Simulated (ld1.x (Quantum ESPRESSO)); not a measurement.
## Pb: variants of one TM potential

Base potential:

Pb, norm-conserving Troullier–Martins (Kleinman–Bylander form), made with ld1.x (Quantum ESPRESSO) 7.5 (PBEsol, fully relativistic). Core [Xe] 4f14 5d10, reference 6s2 6p0 (charge +2). Waves: 6s (bound): rc 2.05 bohr; 6p (bound, empty): rc 2.05 bohr; 6d channel at 0.05 Ry: rc 2.15 bohr. Local part: the d channel. Core correction: a·sin(br)/r model core inside 1.30 bohr.

Open shells are filled in proportion to 2j + 1 (rel_dist='average').

Cutoffs, loose and tight: the cutoffs (Ry, on a coarse ladder) from which the occupation-weighted sum of valence levels, in a spherical-Bessel basis at the reference potential, stays within 10 and 1 mRy of its value at 400 Ry. They do not see the model core or the augmentation charge, which bear on the density cutoff. Test errors are all-electron minus pseudo excitation energies from the reference, over the configurations 6s2 6p2; 6s2 6p1; 6s1 6p0; 6s1 6p2; 6s0 6p4; 6s2 6p1.5; 6s1 6p3. A dash means not determined; rows that change the core or the reference have their own tests.

A true bound ghost makes a file unfit for plane-wave use even where its test errors are small: the radial tests pick states by their node count and pass the ghost by.

```csv
change,outcome,"cutoff, loose","cutoff, tight",bound ghosts,largest test error (meV)
base,generated,21 Ry,35 Ry,"s, p3/2, p1/2",-203
wave 6s (bound): rc 2.05 bohr becomes 6s (bound): rc 1.36 bohr,generated,120 Ry,200 Ry,"s, p3/2, p1/2",-256
wave 6s (bound): rc 2.05 bohr becomes 6s (bound): rc 1.58 bohr,generated,40 Ry,100 Ry,"s, p3/2, p1/2",-214
wave 6s (bound): rc 2.05 bohr becomes 6s (bound): rc 1.86 bohr,generated,25 Ry,35 Ry,"s, p3/2, p1/2",-204
wave 6s (bound): rc 2.05 bohr becomes 6s (bound): rc 2.02 bohr,generated,21 Ry,35 Ry,"s, p3/2, p1/2",-203
wave 6s (bound): rc 2.05 bohr becomes 6s (bound): rc 2.28 bohr,generated,21 Ry,30 Ry,"s, p3/2, p1/2",-207
wave 6s (bound): rc 2.05 bohr becomes 6s (bound): rc 2.56 bohr,generated,18 Ry,25 Ry,"s, p3/2, p1/2",-226
wave 6s (bound): rc 2.05 bohr becomes 6s (bound): rc 2.84 bohr,generated,12 Ry,21 Ry,"s, p3/2, p1/2",-260
wave 6s (bound): rc 2.05 bohr becomes 6s (bound): rc 3.04 bohr,generated,8 Ry,18 Ry,"s, p3/2, p1/2",-299
```

Reading the sweep of the s radius (base included, trends over the rows without a ghost): Bound ghosts are found at 1.36, 1.58, 1.86, 2.02, 2.05, 2.28, 2.56, 2.84, 3.04 bohr. Every judged row has one, so this setting neither creates nor removes them.
